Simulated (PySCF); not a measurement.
**Stretching CaB**

Set-up: basis Ca pcseg-1, B pcseg-1; no relativity; PySCF 2.14. Energies in eV from Ca + B in their ground configurations at the same level. All curves are PBE0. state 1: Ms = 0.5 determinant of mixed spin (⟨S²⟩ near 1.5), unpaired electrons π ↑; state 2: ⁴Σ⁻ (quartet), unpaired electrons σ ↑, π ↑↑, a second solution, started from another occupation; state 3: ⁴Π (quartet), unpaired electrons σ ↑↑, π ↑, a second solution, started from another occupation; state 4: Ms = 0.5 determinant of mixed spin (⟨S²⟩ near 1.8), unpaired electrons σ ↓, π ↑↑, a second solution, started from another occupation.

```tsv
R (Å)	state 1	state 2	state 3	state 4
2.252	-0.641	-0.994	-0.5550	-0.7032
2.356	-0.859	-1.008	-0.7306	-0.7225
2.461	-0.979	-0.950	-0.8109	-0.6749
2.539	-1.021	-0.873	-0.8238	-0.6078
2.618	-1.031	-0.776	-0.8057	-0.5215
2.696	-1.018	-0.664	-0.7635	-0.4210
2.801	-0.973	-0.501	-0.6791	-0.2719
2.932	-0.889	-0.286	-0.5432	-0.0718
3.089	-0.770	-0.025	-0.3553	0.1749
3.299	-0.610	0.310	-0.0898	0.4971
```

Question: Put a parabola through the three lowest points of the state 1 curve and estimate Re, k and ωe (reduced mass 8.631 u; 1 eV/Å² = 0.16022 mdyn/Å; ωe = 1302.8·√(k/μ) cm⁻¹).

Answer: Through R = 2.539, 2.618, 2.696 Å the second-order coefficient is 1.87 eV/Å², so Re ≈ 2.612 Å, k ≈ 0.599 mdyn/Å and ωe ≈ 343 cm⁻¹. A polynomial fit of higher order to the unrounded PBE0 energies gives Re = 2.610 Å, k = 0.638 mdyn/Å, ωe = 354 cm⁻¹; anharmonicity and rounding make the difference.

The higher-order fit for each curve: state 1: Re = 2.610 Å, ωe = 354 cm⁻¹, De = 1.03 eV; state 2: Re = 2.320 Å, ωe = 483 cm⁻¹, minimum 1.01 eV below the ground-state fragments; state 3: Re = 2.530 Å, ωe = 403 cm⁻¹, minimum 0.82 eV below the ground-state fragments; state 4: Re = 2.329 Å, ωe = 458 cm⁻¹, minimum 0.72 eV below the ground-state fragments.

The state was picked by a PBE0 search and need not be the measured ground state.
